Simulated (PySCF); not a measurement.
**How methods differ on the ionisation energy of Mn⁺**

Mn⁺ [Ar] 3d5 4s1 (7S) → Mn²⁺ [Ar] 3d5 (6S), as a difference of total energies. Calculation: PySCF 2.14, in pcseg-2 (6s4p3d2f1g, 56 functions); the non-relativistic Hamiltonian (point nucleus). Correlated levels: valence: [Ar] frozen. The calculations carry no spin-orbit coupling.

```csv
method,ionisation energy (eV)
UHF,14.713
B3LYP,15.920
LDA,16.318
MP2 (valence),15.133
SCS-MP2 (valence),14.853
```

Question: How much does correlation contribute at MP2 (valence)?

Answer: 15.133 − (14.713) = 0.420 eV, measured against UHF.

These non-relativistic numbers lack the scalar-relativistic shift.

Errors of the correlated levels include the incompleteness of this basis and the frozen core.

For comparison: 15.640 eV (measured; NIST Atomic Spectra Database, ionization energies).
